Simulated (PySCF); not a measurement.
Species: C4H10N2P2S.
Bonds: C1–N2, N2–C3, C3–C4 (double), C4–N5, N5–C6, N5–P7, P7–P8, P7–S9 (double), N2–P7. Hydrogens: H10, H11, H12 on C1; H13 on C3; H14 on C4; H15, H16, H17 on C6; H18, H19 on P8.

All values: PBE0/pcSseg-1 (PySCF, non-relativistic), on one gas-phase PBE0-D3(BJ)/def2-SVP geometry that isn't relaxed in the solvent. The solvent is an IEF-PCM continuum (van der Waals radii × 1.2). Specific hydrogen bonds and non-electrostatic terms are outside this model.

Gas phase at PBE0/pcSseg-1: HOMO -5.37 eV, LUMO -0.31 eV, dipole 3.01 D.

**Question.** What does the continuum do to the energy, the frontier levels and the dipole at PBE0/pcSseg-1 in chloroform and acetonitrile?

**Answer.** 
```tsv
solvent	ε	E(solvent) − E(gas) (kJ/mol)	polarisation term (kJ/mol)	distortion of the solute (kJ/mol)	HOMO (eV)	LUMO (eV)	dipole (D)
chloroform	4.711	-24.44	-27.78	3.34	-5.29	-0.35	3.90
acetonitrile	35.69	-34.44	-41.11	6.67	-5.30	-0.38	4.26
```

Polarisation term: ½ Σ q·V over the induced surface charges. Distortion: the rise of the solute's own energy as its density leaves the gas-phase optimum. From chloroform to acetonitrile the lowering changes by a factor 1.41, Onsager's factor (ε − 1)/(2ε + 1) by 1.35 and ε itself by 7.6.

**Question.** Which radius a makes the point-dipole formula ΔE = −[(ε − 1)/(2ε + 1)]·μ²/a³ give the value in acetonitrile, with the gas-phase dipole?

**Answer.** μ = 1.184 au and |ΔE| = 0.01312 Eh give a = 1.96 Å; the farthest nucleus lies 3.37 Å from the centroid of the nuclei, so such a sphere wouldn't even hold the nuclei. The formula assumes a rigid point dipole at the centre of a sphere.

**Question.** Which Hirshfeld charges (PBE0/pcSseg-1) respond most in acetonitrile (means over atoms taken as equivalent)?

**Answer.** 
```tsv
atoms	environment	gas (e)	solvent (e)	change
S9	sulfur bonded to P	-0.296	-0.366	-0.070
H13/H14	vinylic hydrogen	+0.062	+0.072	+0.010
H18/H19	P–H hydrogen	-0.008	+0.001	+0.009
P7	phosphorus bonded to 2 N, P and S	+0.340	+0.346	+0.006
H10 (×6)	methyl hydrogen	+0.045	+0.049	+0.004
C3/C4	vinylic carbon bearing nitrogen	-0.045	-0.048	-0.003
C1/C6	N-methyl carbon	-0.062	-0.060	+0.002
P8	three-coordinate phosphorus	+0.004	+0.005	+0.001
N2/N5	nitrogen bonded to 2 C and P	-0.105	-0.105	0.000
```
